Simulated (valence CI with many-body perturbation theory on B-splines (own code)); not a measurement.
Pr⁵⁴⁺: electric-dipole lines

Computed by configuration interaction combined with many-body perturbation theory (CI+MBPT): three valence electrons over a frozen Dirac-Fock core [He], a basis of 11 s, 11 p, 10 d, 8 f, 5 g, 2 h functions for each j, with the one-electron correlation potential Σ1 (screened to all orders), the two-electron term Σ2, the three-electron term Σ3, Breit, model QED; selected single and double excitations, second order for the rest, scaled by the run's own slope (own B-spline code, finite nucleus).

No measured spectrum was set against this ion. As an estimate, large intervals hold to a few tenths of a per cent, small ones and those within an open d or f shell to about a per cent.

Lines 101 to 150 of 556 in falling wavelength, among levels below 9158.2 eV, chosen from the strongest by gf and those to the six lowest levels. Wavelengths and rates use the calculated energies. Electric multipoles are in the length gauge, E1 and E2 with the static RPA response of the core. Weak lines are less certain than strong ones. Lines between different terms over intervals too small for the method are left out, as are lines whose strength nearly cancels.

Levels are named by their leading jj configuration (3d3/2^4 stands for four electrons in 3d with j = 3/2), which in mixed levels can hold well under half, so a name can repeat and another be missing. Letters in brackets count levels of one name in rising energy.

| λ vac (Å) | Upper | Lower | A (s⁻¹) | S (a.u.) with core polarisation | S without |
| --- | --- | --- | --- | --- | --- |
| 59.25 | (2p1/2 2p3/2 3d3/2) J=5/2 [b] | (2p1/2 2p3/2 3p1/2) J=5/2 | 3.30e+10 | 2.03e-02 | 2.03e-02 |
| 58.81 | (2s 2p3/2 3p3/2) J=7/2 | (2s 2p3/2 3s) J=5/2 | 1.57e+11 | 1.26e-01 | 1.26e-01 |
| 58.81 | (2p3/2^2 3p3/2) J=3/2 [b] | (2p3/2^2 3s) J=1/2 | 1.49e+11 | 5.98e-02 | 5.98e-02 |
| 58.61 | (2p1/2^2 3d3/2) J=3/2 | (2p1/2^2 3p1/2) J=1/2 | 4.88e+10 | 1.94e-02 | 1.94e-02 |
| 58.47 | (2p1/2 2p3/2 3d3/2) J=7/2 | (2s 2p3/2 3d3/2) J=5/2 [a] | 2.47e+10 | 1.95e-02 | 1.95e-02 |
| 58.41 | (2p1/2 2p3/2 3p3/2) J=5/2 [a] | (2p1/2 2p3/2 3s) J=3/2 [a] | 1.00e+11 | 5.90e-02 | 5.90e-02 |
| 57.72 | (2p1/2 2p3/2 3s) J=3/2 [c] | (2s 2p3/2 3s) J=3/2 [a] | 8.09e+10 | 3.07e-02 | 3.07e-02 |
| 57.52 | (2p1/2 2p3/2 3p3/2) J=5/2 [b] | (2p1/2 2p3/2 3s) J=3/2 [c] | 6.84e+10 | 3.85e-02 | 3.85e-02 |
| 57.27 | (2p1/2 2p3/2 3p3/2) J=7/2 | (2p1/2 2p3/2 3s) J=5/2 | 7.71e+10 | 5.72e-02 | 5.72e-02 |
| 56.95 | (2p1/2 2p3/2 3s) J=3/2 [b] | (2s 2p3/2 3s) J=5/2 | 4.49e+10 | 1.64e-02 | 1.64e-02 |
| 56.59 | (2s 2p1/2 3d3/2) J=3/2 [b] | (2s 2p1/2 3p1/2) J=3/2 | 5.24e+10 | 1.88e-02 | 1.88e-02 |
| 56.45 | (2s 2p1/2 3p3/2) J=3/2 [a] | (2s 2p1/2 3s) J=1/2 [a] | 1.65e+11 | 5.87e-02 | 5.87e-02 |
| 56.41 | (2s 2p1/2 2p3/2) J=1/2 | (2s^2 2p3/2) J=3/2 | 1.07e+10 | 1.89e-03 | 1.89e-03 |
| 56.18 | (2s 2p1/2 2p3/2) J=3/2 [b] | (2s^2 2p3/2) J=3/2 | 7.43e+09 | 2.60e-03 | 2.61e-03 |
| 56.04 | (2s 2p1/2 3p3/2) J=1/2 | (2s 2p1/2 3s) J=1/2 [b] | 1.42e+11 | 2.46e-02 | 2.46e-02 |
| 55.93 | (2s 2p3/2 3p3/2) J=5/2 [a] | (2s 2p3/2 3s) J=3/2 [a] | 7.26e+10 | 3.76e-02 | 3.76e-02 |
| 55.78 | (2s^2 3p3/2) J=3/2 | (2s^2 3s) J=1/2 | 1.86e+11 | 6.36e-02 | 6.37e-02 |
| 55.74 | (2s 2p3/2 3p3/2) J=3/2 | (2s 2p3/2 3s) J=3/2 [b] | 7.95e+10 | 2.72e-02 | 2.72e-02 |
| 55.55 | (2p1/2 2p3/2 3p3/2) J=3/2 [b] | (2p1/2 2p3/2 3s) J=3/2 [b] | 6.62e+10 | 2.24e-02 | 2.24e-02 |
| 55.22 | (2s 2p1/2 3p3/2) J=5/2 | (2s 2p1/2 3s) J=3/2 | 1.61e+11 | 8.03e-02 | 8.03e-02 |
| 54.85 | (2s 2p3/2 3p3/2) J=1/2 [a] | (2s 2p3/2 3s) J=3/2 [a] | 1.73e+11 | 2.82e-02 | 2.82e-02 |
| 54.70 | (2s 2p3/2 3p3/2) J=3/2 | (2s 2p3/2 3s) J=1/2 | 1.19e+11 | 3.84e-02 | 3.84e-02 |
| 54.54 | (2s 2p1/2 3p3/2) J=3/2 [b] | (2s 2p1/2 3s) J=3/2 | 9.53e+10 | 3.05e-02 | 3.05e-02 |
| 54.13 | (2s 2p3/2 3p3/2) J=1/2 [b] | (2s 2p3/2 3s) J=1/2 | 1.61e+11 | 2.53e-02 | 2.53e-02 |
| 53.52 | (2p1/2 2p3/2 3p3/2) J=1/2 [b] | (2p1/2 2p3/2 3s) J=3/2 [c] | 1.14e+11 | 1.72e-02 | 1.72e-02 |
| 52.97 | (2p1/2^2 3p3/2) J=3/2 | (2p1/2^2 3s) J=1/2 | 7.73e+10 | 2.27e-02 | 2.27e-02 |
| 52.93 | (2p3/2^2 3p3/2) J=3/2 [a] | (2p3/2^2 3s) J=3/2 | 1.75e+11 | 5.12e-02 | 5.13e-02 |
| 52.87 | (2p1/2 2p3/2 3p3/2) J=3/2 [b] | (2p1/2 2p3/2 3s) J=1/2 | 4.88e+10 | 1.42e-02 | 1.42e-02 |
| 52.20 | (2p1/2 2p3/2 3p3/2) J=5/2 [b] | (2p1/2 2p3/2 3s) J=5/2 | 4.72e+10 | 1.99e-02 | 1.99e-02 |
| 51.23 | (2s 2p3/2 3p3/2) J=5/2 [a] | (2s 2p3/2 3s) J=5/2 | 1.26e+11 | 5.00e-02 | 5.00e-02 |
| 48.84 | (2p1/2^2 2p3/2) J=3/2 | (2s 2p1/2 2p3/2) J=5/2 | 5.09e+10 | 1.17e-02 | 1.17e-02 |
| 43.00 | (2p1/2^2 2p3/2) J=3/2 | (2s 2p1/2 2p3/2) J=3/2 [a] | 1.59e+10 | 2.49e-03 | 2.50e-03 |
| 19.00 | (2p3/2^2 3d5/2) J=7/2 | (2s 2p3/2 3d5/2) J=5/2 [b] | 3.38e+11 | 9.14e-03 | 9.16e-03 |
| 18.99 | (2p3/2^2 3p3/2) J=5/2 | (2s 2p3/2 3p3/2) J=3/2 | 4.87e+11 | 9.86e-03 | 9.88e-03 |
| 18.66 | (2p3/2^2 3d3/2) J=3/2 [a] | (2s 2p3/2 3d3/2) J=3/2 [b] | 3.93e+11 | 5.03e-03 | 5.04e-03 |
| 18.62 | (2p3/2^2 3d3/2) J=5/2 | (2s 2p3/2 3d3/2) J=3/2 [b] | 3.58e+11 | 6.85e-03 | 6.86e-03 |
| 18.61 | (2p3/2^2 3p3/2) J=7/2 | (2s 2p3/2 3p3/2) J=5/2 [b] | 8.05e+11 | 2.05e-02 | 2.05e-02 |
| 18.61 | (2p3/2^2 3d5/2) J=7/2 | (2s 2p3/2 3d5/2) J=7/2 [b] | 2.58e+11 | 6.57e-03 | 6.58e-03 |
| 18.58 | (2p3/2^2 3d5/2) J=9/2 | (2s 2p3/2 3d5/2) J=7/2 [b] | 7.39e+11 | 2.34e-02 | 2.34e-02 |
| 18.45 | (2p3/2^2 3d3/2) J=5/2 | (2s 2p3/2 3d3/2) J=5/2 [b] | 2.91e+11 | 5.42e-03 | 5.43e-03 |
| 18.44 | (2p3/2^2 3s) J=5/2 | (2s 2p3/2 3s) J=3/2 [b] | 8.07e+11 | 1.50e-02 | 1.50e-02 |
| 18.40 | (2p3/2^2 3d3/2) J=7/2 | (2s 2p3/2 3d3/2) J=5/2 [b] | 7.11e+11 | 1.75e-02 | 1.75e-02 |
| 18.35 | (2p3/2^2 3p1/2) J=3/2 | (2s 2p3/2 3p1/2) J=1/2 | 7.38e+11 | 9.00e-03 | 9.02e-03 |
| 18.32 | (2p3/2^2 3p1/2) J=5/2 | (2s 2p3/2 3p1/2) J=3/2 [b] | 8.37e+11 | 1.52e-02 | 1.53e-02 |
| 18.29 | (2s 2p3/2^2) J=5/2 | (2s^2 2p3/2) J=3/2 | 3.14e+11 | 5.70e-03 | 5.71e-03 |
| 18.11 | (2p3/2^2 3d5/2) J=5/2 [a] | (2s 2p3/2 3d5/2) J=3/2 [b] | 4.21e+11 | 7.41e-03 | 7.43e-03 |
| 18.08 | (2p3/2^2 3s) J=3/2 | (2s 2p3/2 3s) J=1/2 | 6.93e+11 | 8.09e-03 | 8.11e-03 |
| 18.05 | (2p3/2^2 3d5/2) J=5/2 [a] | (2s 2p3/2 3d5/2) J=5/2 [b] | 4.08e+11 | 7.10e-03 | 7.11e-03 |
| 17.95 | (2p3/2^2 3p3/2) J=3/2 [a] | (2s 2p3/2 3p3/2) J=1/2 [b] | 7.71e+11 | 8.80e-03 | 8.82e-03 |
| 17.94 | (2p3/2^2 3d5/2) J=3/2 | (2s 2p3/2 3d5/2) J=3/2 [b] | 4.19e+11 | 4.78e-03 | 4.79e-03 |
